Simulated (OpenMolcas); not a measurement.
## Co6+: from CASSCF to CASPT2

* Program: OpenMolcas 26.06
* Basis: ANO-RCC-VTZP [6s5p3d2f1g]
* Scalar Hamiltonian: DKH2, point nucleus
* Active space: 3 electrons in 5 orbitals (3d)
* State averaging: 2S+1 = 4 even, 10 roots; 2S+1 = 2 even, 40 roots kept (CI in the orbitals of an earlier block)
* Spin-orbit coupling: state interaction with AMFI integrals over the reference wave functions, term energies averaged over their components

Methods on the same reference wave functions:
A. CASSCF
B. SS-CASPT2, IPEA 0.25 Eh, imaginary shift 0.1 Eh (closed shells correlated: 3s 3p)
C. MS-CASPT2, IPEA 0.25 Eh, imaginary shift 0.1 Eh (closed shells correlated: 3s 3p)

Energies in cm⁻¹ above 3d³ ⁴F_3/2, the measured ground level; measured values from Sugar and Corliss, J. Phys. Chem. Ref. Data 10, 1097 (1981).

```csv
Level,A,B,C,Measured
3d³ ⁴F_3/2,0.0,0.0,0.0,0.0
3d³ ⁴F_5/2,730,736,736,698
3d³ ⁴F_7/2,1708,1717,1717,1610
3d³ ⁴F_9/2,2898,2900,2900,2723
3d³ ⁴P_1/2,25747,22210,22190,21096
3d³ ⁴P_3/2,25977,22460,22420,21304
3d³ ²G_7/2,26600,24410,24410,
3d³ ⁴P_5/2,26914,23360,23360,22187
3d³ ²G_9/2,27543,25370,25380,
3d³ ²P_1/2,35059,32850,31440,
3d³ ²H_9/2,35239,33560,33940,
3d³ ²H_11/2,35906,34240,34630,
3d³ ²D_5/2(1),39074,34210,34200,
3d³ ²F_7/2,60130,54330,54330,
3d³ ²F_5/2,60549,54740,54740,
3d³ ²D_5/2(2),93876,85200,85210,
3d³ ²D_3/2(2),94375,85690,85690,
```

Deviations, from unrounded energies. A percentage is the sum of absolute deviations over the sum of measured energies, with the sign that they share, or ± where signs differ.

| Against measurement | Levels | A | B | C |
| --- | --- | --- | --- | --- |
| mean absolute deviation (cm-1) | 6 | 2400 | 630 | 620 |
| fine structure of the ground term (%) | 3 | +6.0 | +6.5 | +6.5 |
| other terms of the ground configuration (%) | 3 | +21.8 | +5.3 | +5.2 |

B, C lie about equally close to measurement and A furthest from it. The largest miss of C in the table is 3d³ ⁴P_5/2, by +1200 cm-1. The ranking rests on the paired levels alone, and a cruder setting can come out closer through cancelling errors.

Between B and C the level of the table that moves most is 3d³ ²P_1/2, by 1400 cm-1 (lowest in C, highest in B). Moves below CASPT2's spread within the term are not significant.

The two smallest mean deviations differ by little beside CASPT2's spread within terms, so their order carries little weight.

From A to B the spin-free energies of the other terms of 3d³ shown, above ⁴F, scale by factors of 0.86 to 0.95, as is usual when dynamic correlation screens the repulsion within a d or f shell.

The lowest spin-free term lies below A's lowest term by 0.278 hartree in B, 0.278 hartree in C.

Term energies are means over components that CASPT2 splits; among the terms shown or strongly mixed into the levels shown the widest spread is 1100 cm-1 (3d³ ²H, B). Terms from blocks run as CI alone lack orbitals of their own. Without dynamic correlation excited terms often stand tens of per cent too high (terms of higher spin than the ground term too low), and those without a measured partner can miss by more than the paired ones (holds for A). The CASPT2 spread within a term exceeds the gap to the next term for 3d³ ²P and 3d³ ²D(1), 3d³ ²D(1) and 3d³ ²H, so the order of their levels is uncertain, and so are names and mixing where such terms share a J (holds for B). Computed and measured levels are paired by configuration, term and J; levels that our copy of the source lacks, or whose pairing is in doubt (as where it misses far off the trend of its configuration), stay unpaired and out of the deviations. Levels of configurations outside the active space are missing. Levels that lie high or do not pair safely by name in every column are left out.

A number in round brackets counts repeated terms of one configuration in the order of the reference energies.
